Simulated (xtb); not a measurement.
Te(OH)2 (H2O2Te), SMILES O[Te]O. All values are semi-empirical tight-binding results from xtb (GFN2-xTB unless named), good for trends rather than for accurate numbers. Geometry optimised at GFN2-xTB. The values are those of a single conformer.

The point group as xtb finds it comes out as C2, the orbital gap is 3.91 eV and the zero-point energy is 15.7 kcal/mol. The G − E(el) at 298.15 K (modified RRHO) is -1.8 kcal/mol and the static polarisability (D4 model) is 52.3 bohr³. The solvation energy, GFN2-xTB/ALPB(water) is -10.5 kcal/mol. The solvation energy, GFN2-xTB/ALPB(ch2cl2) comes out as -5.3 kcal/mol.
